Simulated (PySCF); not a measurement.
Order these species by their calculated properties.

Species are written as SMILES; each is one conformer at its optimised geometry, gas phase, non-relativistic unless stated. Electronic properties by PySCF.

Dipoles, sizes and rotational constants follow the conformer. The torsions of the flexible species, by atom-mapped SMILES:
- `[O:1]=[CH:2][O:3]/[CH:4]=[CH:5]\[O:6][CH:7]=[O:8]`: O1–C2–O3–C4 0°, C2–O3–C4–C5 180°, C4–C5–O6–C7 180°, C5–O6–C7–O8 0°
- `[CH3:1][O:2][C:3]1=[CH:4][O:5][CH:6]=[C:7]([CH:8]([CH3:9])[CH3:10])[O:11]1`: C1–O2–C3–C4 -178°, C6–C7–C8–C9 -119°
- `[CH3:1][CH2:2][C:3]#[C:4][C:5](=[O:6])[O:7][CH2:8][O:9][CH2:10][CH3:11]`: C4–C5–O7–C8 177°, C5–O7–C8–O9 -105°, O7–C8–O9–C10 68°, C8–O9–C10–C11 65°
- `[CH2:1]=[CH:2][N:3]([SiH3:4])[SiH2:5][O:6][CH:7]([CH3:8])[CH3:9]`: C1–C2–N3–Si4 -7°, C2–N3–Si5–O6 -168°, N3–Si5–O6–C7 -167°, Si5–O6–C7–C8 -165°
- `[SiH3:1][CH2:2][C:3]1=[CH:4][C:5]2([CH2:6][CH2:7]2)[C:8]([Cl:9])=[CH:10]1`: Si1–C2–C3–C4 99°
- `[CH3:1][NH:2][SiH2:3][SiH2:4][C:5]([CH3:6])([CH3:7])[CH:8]=[O:9]`: C1–N2–Si3–Si4 178°, N2–Si3–Si4–C5 -9°, Si3–Si4–C5–C6 -173°, Si4–C5–C8–O9 -84°

The conformers of `C#CC1=CCC[C@@H](C=C)C1`, `CC[C@]1(OC)C[SiH2]N[SiH2]1`, `N[SiH2][SiH2]OC1CCCC1` and `CC#CC1=CC[Si@H](Cl)CC1` aren't listed.

Question: Rank by smallest rotational constant, highest first (GFN2-xTB).
A. `O=CO/C=C\OC=O`
B. `COC1=COC=C(C(C)C)O1`
C. `ClC1/C=C(\C[SiH2]/C=C\C=1)C`
D. `C=CN([SiH3])[SiH2]OC(C)C`
E. `C(OC(C#CCC)=O)OCC`

Answer: A (0.744 GHz), B (0.644 GHz), C (0.546 GHz), D (0.493 GHz), E (0.402 GHz).

Question: By how much do the two ends of that ranking differ?

Answer: By 0.342 GHz, between `O=CO/C=C\OC=O` and `CCC#CC(=O)OCOCC`.

Question: Rank by HOMO energy, highest first (PBE0/pcSseg-1 at GFN2-xTB geometries).
A. `C=CN([SiH3])[SiH2]OC(C)C`
B. `CC#CC1=CC[Si@H](Cl)CC1`
C. `C#CC1=CCC[C@@H](C=C)C1`
D. `N[SiH2][SiH2]OC1CCCC1`
E. `C1C2(C1)C(=CC(C[SiH3])=C2)Cl`
F. `CN[SiH2][SiH2]C(C)(C)C=O`
G. `CC[C@]1(OC)C[SiH2]N[SiH2]1`
H. `O=CO/C=C\OC=O`

Answer: E (-6.04 eV), A (-6.18 eV), B (-6.37 eV), F (-6.55 eV), C (-6.68 eV), G (-6.92 eV), D (-7.14 eV), H (-7.50 eV).

Question: Rank by HOMO–LUMO gap, highest first (PBE0/pcSseg-1 at GFN2-xTB geometries).
A. `C(OCC)OC(=O)C#CCC`
B. `CC[C@]1(OC)C[SiH2]N[SiH2]1`
C. `C#CC1=CCC[C@@H](C=C)C1`
D. `C/C1=C/C(Cl)=C\C=C/[SiH2]C1`
E. `[SiH3]CC1=CC2(CC2)C(Cl)=C1`
F. `CC#CC1=CC[Si@H](Cl)CC1`
G. `COC1=COC=C(C(C)C)O1`

Answer: B (7.44 eV), A (6.69 eV), C (6.17 eV), F (5.76 eV), G (5.47 eV), D (5.36 eV), E (5.24 eV).

Question: Give the two extremes of that set in kcal/mol.

Answer: `[SiH3]CC1=CC2(CC2)C(Cl)=C1`: 121 kcal/mol; `CC[C@]1(OC)C[SiH2]N[SiH2]1`: 172 kcal/mol.
